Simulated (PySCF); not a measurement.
**LaI: frontier orbitals**

ωB97M-V at R = 2.959 Å; basis La def2-TZVPP with ECP46, I def2-TZVPP with ECP28; scalar-relativistic core potentials; PySCF 2.14. State: triplet, about 0.1 electrons in the 4f shell (Mulliken). Only the outer orbitals are listed, counted within each symmetry, core potentials removing the inner ones.

```tsv
spin	orbital	occ.	ε (eV)	on La (%)	main shells (%)
α	6σ	1	-20.58	6	94 I s
α	7σ	1	-9.67	15	84 I p, 9 La d
α	4π	1	-9.14	7	92 I p
α	4π	1	-9.14	7	92 I p
α	2δ	1	-5.99	100	100 La d
α	8σ	1	-5.67	100	78 La s, 18 La d
α	5π	0	-0.09	99	50 La p, 48 La d
α	5π	0	-0.09	99	50 La p, 48 La d
α	9σ	0	-0.07	96	46 La p, 42 La d
β	6σ	1	-20.58	6	94 I s
β	7σ	1	-9.65	14	85 I p, 8 La d
β	4π	1	-9.14	7	93 I p
β	4π	1	-9.14	7	93 I p
β	8σ	0	-0.10	100	93 La s
β	9σ	0	0.69	95	50 La d, 45 La p
β	5π	0	0.87	94	94 La d
```

Task: Which are the highest filled and the lowest empty level, where do they sit, and how wide is the gap?

Result: Highest filled α 8σ at -5.67 eV (in %: 78 La s, 18 La d); lowest empty β 8σ at -0.10 eV (in %: 93 La s); the gap at ωB97M-V is 5.57 eV.

The bond order (Mayer) is 1.13. The ⟨S²⟩ is 2.002 and the charge on La (Mulliken, basis-dependent) is 0.36. The charge on La (Löwdin, basis-dependent) is -0.21 and the dipole moment (positive dipole means La(−)I(+)) is -5.67 D.

Spin–orbit coupling is left out. With d or f electrons several states lie close, and the lowest PBE0 determinant need not be the measured ground state.
